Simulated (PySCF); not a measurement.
# Ni(OH)₂: calculation against measurement

Isolated Ni(OH)₂, optimised in PySCF with density fitting and no spin–orbit coupling; def2 sets carry scalar-relativistic core potentials from Rb on. It is a triplet of C2h symmetry: B3LYP/def2-SVP Ni–O 1.721 Å (×2), O–H 0.962 Å (×2), H–O–Ni 135.0° (×2), O–Ni–O 180.0°.

Measured fundamentals (Jacox, Vibrational and Electronic Energy Levels of Polyatomic Transient Molecules, as compiled in the NIST Chemistry WebBook) beside computed harmonic wavenumbers, in cm⁻¹:

| mode as compiled | computed symmetry | measured | medium | B3LYP/def2-SVP |
| --- | --- | --- | --- | --- |
| bu oh a-stretch | bu | 3712 | argon matrix | 3905 |
| bu nio2 a-stretch | bu | 794.3 | argon matrix | 834 |
| bu nioh bend | bu | 520.6 | argon matrix | 480 |

How close does the calculation come?

Mean absolute differences: B3LYP/def2-SVP 6.0 %. The mean ratio of measured to computed values at B3LYP/def2-SVP is 0.996. Harmonic values should lie a little above fundamentals, most of all for X–H stretches; matrices shift bands further, usually down by up to a few per cent.

 Other spin states or occupations of the open shell can lie lower.
